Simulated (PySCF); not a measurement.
Cl2Pb, charge +1, multiplicity 2. Atoms are numbered in the order given.

```xyz
3

Pb     0.0000     0.0000     0.6375
Cl     0.0000    -1.3613    -1.5375
Cl     0.0000     1.3613    -1.5375
```
Charge +1, spin multiplicity 2.

The structure is a stationary point at B3LYP-D3(BJ)/def2-TZVP. The multiplicity is an assumed one; other spin states were not compared. The isomer is the one that the SMILES or the coordinates give; other isomers of the formula were not compared. The def2 effective core potentials stand for the cores of Pb; spin–orbit coupling is left out.

Level of theory: PySCF with CAM-B3LYP/def2-TZVPD.

Mulliken values depend strongly on the basis, most of all with diffuse functions as here. ESP charges are fitted to the potential on shells at 1.4 to 2.0 van der Waals radii. Atomic charges (e):

```json
[
 {"atom": "Pb1", "Mulliken": "1.22", "ESP fit": "…", "Mulliken spin": "-0.03"},
 {"atom": "Cl2", "Mulliken": "-0.11", "ESP fit": "…", "Mulliken spin": "0.52"},
 {"atom": "Cl3", "Mulliken": "-0.11", "ESP fit": "…", "Mulliken spin": "0.52"}
]
```

Question: Complete the blanks. (An estimate is asked for; the answer gives what the named calculation found.)

Answer: 
- Pb1, ESP fit: 1.01
- Cl2, ESP fit: -0.01
- Cl3, ESP fit: -0.01
